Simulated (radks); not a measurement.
Effect of the nuclear size on the platinum ion Pt+, [Xe] 4f14 5d9. Calculated with a radial shooting solver on a logarithmic mesh with Libxc functionals: Dirac Kohn-Sham, relativistic LDA (MacDonald-Vosko exchange, VWN5 correlation), spin-unpolarised, spherical densities, finite nucleus; open shells fill j = l - 1/2 first; Fermi nuclear charge, rms radius 5.427 fm. The rms radius is varied about that value; shifts are against it.

| rms radius (fm) | total energy shift (eV) | density at nucleus (e/bohr^3) | 1s1/2 shift (meV) | 2s1/2 shift (meV) | 5s1/2 shift (meV) | 5p1/2 shift (meV) | 5d5/2 shift (meV) | 6s1/2 (empty) shift (meV) | 6p1/2 (empty) shift (meV) |
|---|---|---|---|---|---|---|---|---|---|
| 4.4122 | -29.8 | 2.107e+06 | -11900 | -1740 | -19.6 | -0.450 | 0.081 | -2.13 | -0.114 |
| 5.0254 | -12.3 | 2.003e+06 | -4900 | -717 | -8.07 | -0.186 | 0.033 | -0.876 | -0.047 |
| 5.427 | 0 | 1.944e+06 | 0.000 | 0.000 | 0.000 | 0.000 | 0.000 | 0.000 | 0.000 |
| 5.8991 | 15.1 | 1.882e+06 | 6050 | 885 | 9.97 | 0.230 | -0.041 | 1.08 | 0.058 |
| 6.6698 | 41.5 | 1.794e+06 | 16600 | 2430 | 27.3 | 0.633 | -0.112 | 2.96 | 0.159 |

Slopes of the eigenvalues against <r^2> in GHz/fm^2, as finite differences over the two radii next to the reference (eigenvalue slopes, not the field-shift constants of lines): 1s1/2 277000, 2s1/2 40600, 5s1/2 457, 5p1/2 10.5, 5d5/2 -1.88, 6s1/2 (empty) 49.6, 6p1/2 (empty) 2.66.
